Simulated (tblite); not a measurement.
Isomers of CH11NSi3. Computed with GFN2-xTB (tblite): harmonic, unscaled wavenumbers at the GFN2-xTB geometry, gas phase. Errors from tens to a few hundred cm⁻¹ against measured bands are possible. Modes of hydrogen on silicon can be 10 to 20 % off. One conformer each.

Electronic energies: GFN2-xTB at the same geometries; isomer energies are rough at this level and their order can be wrong.

```
                 SMILES  electronic energy, lowest = 0 (kJ/mol)
   C[SiH2][SiH2][SiH2]N                                   165.0
 [SiH3]CN([SiH3])[SiH3]                                     0.0
 CN([SiH3])[SiH2][SiH3]                                    29.0
 C[Si](N)([SiH3])[SiH3]                                   166.8
   [SiH3]CN[SiH2][SiH3]                                   117.2
C[SiH2][Si@@H](N)[SiH3]                                   164.6
   C[SiH2][SiH2]N[SiH3]                                    38.5
```

Question: How do GFN2-xTB zero-point energies change the relative energies?

Answer: 
| SMILES | ZPE (kJ/mol) | of it from modes above 1550 cm⁻¹ | electronic (kJ/mol) | with ZPE, lowest = 0 (kJ/mol) | lowest mode (cm⁻¹) | rings |
| --- | --- | --- | --- | --- | --- | --- |
| [SiH3]CN([SiH3])[SiH3] | 275.5 | 155.7 | 0.0 | 0.0 | 48 | 0 |
| CN([SiH3])[SiH2][SiH3] | 281.0 | 158.9 | 29.0 | 34.5 | 10 | 0 |
| C[SiH2][SiH2]N[SiH3] | 285.0 | 166.8 | 38.5 | 48.0 | 28 | 0 |
| [SiH3]CN[SiH2][SiH3] | 281.1 | 161.4 | 117.2 | 122.8 | 36 | 0 |
| C[SiH2][Si@@H](N)[SiH3] | 289.1 | 173.7 | 164.6 | 178.3 | 15 | 0 |
| C[SiH2][SiH2][SiH2]N | 290.3 | 173.4 | 165.0 | 179.8 | 8i | 0 |
| C[Si](N)([SiH3])[SiH3] | 288.2 | 175.4 | 166.8 | 179.6 | 28 | 0 |

The zero-point energies span 14.8 kJ/mol, from `[SiH3]CN([SiH3])[SiH3]` to `C[SiH2][SiH2][SiH2]N`. Slightly imaginary modes are left out of the zero-point energy: `C[SiH2][SiH2][SiH2]N` 7.6i cm⁻¹. The lowest isomer stays, but the order above it changes.

Question: What do entropy and thermal enthalpy add at 298.15 K and 1 bar (rigid rotor, harmonic oscillator, one conformer each)?

Answer: 
| SMILES | point group | symmetry number | S (J/(mol K)) | H − H(0) (kJ/mol) | ZPE + H − H(0) − TS (kJ/mol) |
| --- | --- | --- | --- | --- | --- |
| [SiH3]CN([SiH3])[SiH3] | Cs | 1 | 411.1 | 29.22 | 182.2 |
| C[SiH2][SiH2]N[SiH3] | C1 | 1 | 430.9 | 30.96 | 187.5 |
| [SiH3]CN[SiH2][SiH3] | C1 | 1 | 418.7 | 29.80 | 186.1 |
| C[Si](N)([SiH3])[SiH3] | C1 | 1 | 452.2 | 33.89 | 187.3 |

Not tabulated: `CN([SiH3])[SiH2][SiH3]` (lowest mode only 10 cm⁻¹); `C[SiH2][Si@@H](N)[SiH3]` (lowest mode only 15 cm⁻¹); `C[SiH2][SiH2][SiH2]N` (lowest mode only 8i cm⁻¹).
